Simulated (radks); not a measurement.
The mean radii <r> (bohr) of the occupied orbitals of an atom or ion are listed with their occupations. Calculated with a radial shooting solver on a logarithmic mesh with Libxc functionals: scalar-relativistic Kohn-Sham, BP86, spin-unpolarised, spherical densities, finite nucleus; Fermi nuclear charge, rms radius of each element as measured or else 0.836 A^(1/3) + 0.57 fm.

orbital  occ.      <r>
1s          2  0.05030
2s          2   0.2262
2p          6   0.1982
3s          2   0.6813
3p          6   0.7136
3d         10   0.8973
4s          1    2.384

Name the element and its charge.

Answer. Z = 30, zinc, charge +1: Zn+ in [Ar] 3d10 4s1. The 1s radius gives Z: for a bare nucleus <r> = (2 gamma + 1)/(2Z) with gamma = sqrt(1 - (Z/c)^2), 0.04919 bohr for Z = 30, and screening makes it slightly larger (0.05030 here). The occupations add up to 29, and the charge is Z minus that.
